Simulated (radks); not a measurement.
The numbers below are computed, except where a source is named.
Ionisation of Nb, [Kr] 4d4 5s1, to Nb+, [Kr] 4d4, under several functionals. Non-relativistic Kohn-Sham, spin-polarised, spherical densities, point nucleus; open shells are filled with parallel spins first (spin-orbit coupling, left out, can overturn this in heavy ions); a radial shooting solver on a logarithmic mesh with Libxc functionals.

functional            E(Nb) (hartree)  Exc (hartree)  IE (eV)  -e(HOMO) (eV)  <r> HOMO (bohr)  IE error (eV)
XLYP                      -3756.02749     -117.61871    6.665          3.649            2.147         -0.094
SCAN                      -3755.89543     -117.52414    7.000          4.078            2.142         +0.242
revPBE                    -3755.33401     -116.92771    6.723          3.888            2.136         -0.036
exchange-only r2SCAN      -3753.53579     -115.11562    6.351          3.486            2.165         -0.408
PBEsol                    -3753.12395     -114.68068    6.836          3.927            2.141         +0.077
exchange-only B88         -3753.66722     -115.21279    6.610          3.417            2.192         -0.149
revTPSS                   -3754.66157     -116.23369    6.608          3.855            2.135         -0.150
HCTH/407                  -3757.71056     -119.47759    6.581          4.082            2.093         -0.178
exchange-only LDA         -3747.56353     -109.01857    6.596          3.335            2.201         -0.163

NIST Atomic Spectra Database: 6.759 eV (measured). Closest: revPBE. The Delta-SCF values span 0.65 eV, the total energies 10.15 hartree. The highest occupied level is 4d. Relativity is left out here, which matters for elements this heavy. Open shells are spherical and high-spin; term and fine-structure splittings are not resolved.
